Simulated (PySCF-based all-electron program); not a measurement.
Results of a calculation; reference values are marked as such.
## Forces on SiAgH₃O, singlet in several shapes

Method: all-electron DFT (in-house code on PySCF), basis-limit composite values; Koelling–Harmon scalar relativity, no spin–orbit coupling, spin-restricted. Forces are good to about 0.010 eV/Å. Atoms are numbered as listed.

Shape A:

```xyz
6

Ag    0.0000    0.0000    0.0000
O     0.0000    0.0000    2.0200
Si    1.3434    0.0000    2.9607
H     0.9805    0.0000    4.4161
H     2.1854   -1.2128    2.6954
H     2.1854    1.2128    2.6954
```

PBE forces:

| atom | Fx | Fy | Fz (eV/Å) |
| --- | --- | --- | --- |
| Ag1 | 0.023 | 0.000 | -0.001 |
| O2 | -0.107 | 0.000 | 0.226 |
| Si3 | -0.088 | 0.000 | -0.334 |
| H4 | -0.091 | 0.000 | -0.033 |
| H5 | 0.132 | -0.016 | 0.071 |
| H6 | 0.132 | 0.016 | 0.071 |

Shape B:

```json
{"atom": "Ag", "x (Å)": "0.0000", "y (Å)": "0.0000", "z (Å)": "0.0000"}
{"atom": "O", "x (Å)": "0.0000", "y (Å)": "0.0000", "z (Å)": "1.8180"}
{"atom": "Si", "x (Å)": "1.3434", "y (Å)": "0.0000", "z (Å)": "2.7587"}
{"atom": "H", "x (Å)": "0.9805", "y (Å)": "0.0000", "z (Å)": "4.2141"}
{"atom": "H", "x (Å)": "2.1854", "y (Å)": "-1.2128", "z (Å)": "2.4934"}
{"atom": "H", "x (Å)": "2.1854", "y (Å)": "1.2128", "z (Å)": "2.4934"}
```

Against shape A, Ag1–O2 goes from 2.020 to 1.818 Å.

Task: What forces does PBE give in shape B?

Result: 

```csv
atom,Fx,Fy,Fz (eV/Å)
Ag1,-0.083,0.000,-4.347
O2,-0.076,0.000,4.339
Si3,0.080,0.000,-0.044
H4,-0.096,0.000,-0.049
H5,0.088,-0.002,0.051
H6,0.088,0.002,0.051
```

Shape C:

```xyz
6

Ag    0.0000    0.0000    0.0000
O     0.0000    0.0000    1.6160
Si    1.3434    0.0000    2.5567
H     0.9805    0.0000    4.0121
H     2.1854   -1.2128    2.2914
H     2.1854    1.2128    2.2914
```

Against shape A, Ag1–O2 goes from 2.020 to 1.616 Å.

Task: What forces does PBE give in shape C?

Result: 

```tsv
atom	Fx	Fy	Fz (eV/Å)
Ag1	-0.262	0.000	-15.288
O2	-0.152	0.000	14.899
Si3	0.478	0.000	0.377
H4	-0.129	0.000	-0.061
H5	0.032	0.017	0.037
H6	0.032	-0.017	0.037
```
